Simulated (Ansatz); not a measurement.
Calculated with Ansatz (gas phase, PBE0-D4/def2-TZVP geometries, no zero-point term in ΔE). CCSD(T)/CBS adds triple-zeta CCSD(T) − MP2 to the extrapolated MP2 energy (def2 sets, frozen cores). DFT in def2-TZVPP. Each species was taken in one conformer, which may not be the lowest.

Reaction (redistribution): `CC(C)[O][AlH][F]` + `Cl[SiH]1[CH2][AlH]1` → `CC(C)[O][Al]([F])[Cl]` + `[CH2]1[AlH][SiH2]1`

(1) Is it downhill or uphill in electronic energy at CCSD(T)/CBS, and by how much? (Best estimate.)

(2) What do these levels give: PBE-D4, ωB97M-V, B2PLYP, PBE, r2SCAN, PBE0, HF/def2-TZVPP, MP2/def2-TZVPP, CCSD/def2-TZVPP, HF/def2-QZVPP, MP2/def2-QZVPP, MP2/CBS(def2)? (An estimate is asked.)

Largest T1 diagnostic among the species: 0.013.

Answers

(1) The calculation gave: Downhill: ΔE = -0.61 eV.

(2) Computed: PBE-D4 -0.54, ωB97M-V -0.57, B2PLYP -0.60, PBE -0.54, r2SCAN -0.63, PBE0 -0.58, HF/def2-TZVPP -0.67, MP2/def2-TZVPP -0.61, CCSD/def2-TZVPP -0.65, HF/def2-QZVPP -0.66, MP2/def2-QZVPP -0.59, MP2/CBS(def2) -0.58 eV.

From PBE to PBE0 (25 % exact exchange), in def2-TZVPP and without D4, ΔE moves by −0.04 eV.
